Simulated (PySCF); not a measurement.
Complete the spectrum of C5H15NSi2

Compound: C5H15NSi2.
InChI=1S/C5H15NSi2/c1-2-3-5-4-7-6-8-5/h5-6H,2-4,7-8H2,1H3/t5-/m1/s1

Method used: TDDFT CAM-B3LYP/def2-SVPD, vertical, gas phase, core orbitals frozen in the response (PySCF 2.14.0, density-fitted response routines). Geometry: PBE0-D3(BJ)/def2-SVP, one conformer, isolated molecule.

Orbital energies (eV): HOMO-3 -10.37, HOMO-2 -9.91, HOMO-1 -9.24, HOMO -8.55, LUMO 1.05, LUMO+1 1.24, LUMO+2 1.67.

Lowest singlets, with some entries withheld (?).

```tsv
state	λ (nm)	f	main configurations (H = HOMO, L = LUMO)
S1	198.4	0.0056	H→L (92%)
S2	180.2	0.016	H→L+1 (73%), H→L+2 (9%)
S3	?	?	?
S4	166.2	0.0078	H-1→L (77%)
S5	163.0	0.018	H-1→L+1 (76%)
S6	161.4	0.0051	H→L+5 (47%), H→L+6 (17%)
S7	158.8	0.0033	H→L+4 (29%), H→L+3 (16%), H→L+2 (16%)
S8	154.3	0.065	H-1→L+3 (35%), H-2→L (28%)
S9	?	?	?
S10	150.5	0.0067	H-2→L (32%), H-2→L+1 (31%)
```

Task: What stands in place of each question mark?

Result: 
- S3: λ = 170.0 nm; f = 0.0042; H→L+3 (47%), H→L+4 (26%)
- S9: λ = 153.6 nm; f = 0.0022; H→L+8 (61%)

Task: Where do the lowest triplets lie (Tamm–Dancoff)?

Result: T1 5.93 eV, H→L (87%); T2 6.69 eV, H→L+1 (66%), H→L+2 (9%); T3 7.03 eV, H→L+3 (41%), H→L+4 (18%); T4 7.18 eV, H-1→L (55%), H-1→L+3 (10%), H-1→L+1 (9%). E(S1) − E(T1) = +0.32 eV.

Task: What is the mean static polarisability from the same response equations?

Result: 117.6 au (17.43 Å³), with principal values 99.9, 117.3 and 135.6 au.

Task: How far apart are S1 and S2, in eV and cm⁻¹?

Result: 6.881 − 6.251 = 0.630 eV, or about 5080 cm⁻¹.

All these states lie below the vertical ionisation energy of 9.19 eV (ΔSCF).
